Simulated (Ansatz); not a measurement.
Basis-set extrapolation for C₂H₉AlOSi (`[CH3][Al]([SiH3])[CH2]O`) (PBE0-D4/def2-TZVP geometry, frozen core, the Gaussian-basis code of Ansatz). Multiplicity 1, RHF reference.

```json
{"": "HF", "def2-TZVPP": "-686.750590", "def2-QZVPP": "-686.774057"}
{"": "MP2 correlation", "def2-TZVPP": "-0.799685", "def2-QZVPP": "-0.856858"}
{"": "CCSD(T) correlation", "def2-TZVPP": "-0.892493", "def2-QZVPP": "not run"}
```

Energies in hartree. Use E(X) = E(∞) + A·exp(−7.88·√X) for Hartree–Fock and E(X) = E(∞) + B·X^(−2.97) for correlation, with X = 3 and 4, and add CCSD(T) minus MP2 of the smaller set to the MP2 limit.

What is the CCSD(T) energy at the basis-set limit?

HF limit: -686.774057 + (-0.023467) × 0.13774 = -686.77729. MP2 limit: -0.856858 + (-0.057173) × 0.74074 = -0.89921. Higher-order term: -0.892493 − (-0.799685) = -0.09281. Total: -687.76931 hartree, 331.4 kJ/mol below CCSD(T)/def2-TZVPP.
